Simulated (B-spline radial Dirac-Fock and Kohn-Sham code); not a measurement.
Binding energies of Fe⁺ in different valence configurations

Method: Dirac-Fock energy differences between relaxed states, corrected for Breit and QED terms. Computed with a radial B-spline solver. The model has no electron correlation.

Reference: the tabulated ground configuration [Ar] 3d6 4s1, with 2s 871.4 eV, 2p1/2 744.0 eV, 2p3/2 731.8 eV, 3p1/2 80.12 eV, 3p3/2 78.61 eV, 3d 21.08 eV, Kα1 6401.9 eV, Kβ1 7055.1 eV.

Task: One of these configurations gives the following shifts from the reference, in eV: average energy +4.57, 2s +1.51, 2p1/2 +1.54, 2p3/2 +1.54, 3p1/2 +1.57, 3p3/2 +1.57, 3d +1.51, Kα1 +0.05, Kβ1 +0.02. Which?
A. [Ar] 3d6 4p1
B. [Ar] 3d5 4s1 4p1
C. [Ar] 3d5 4s2
D. [Ar] 3d7

Result: A. The others give [Ar] 3d5 4s1 4p1: 2s +10.94; [Ar] 3d5 4s2: 2s +9.78; [Ar] 3d7: 2s -8.09.
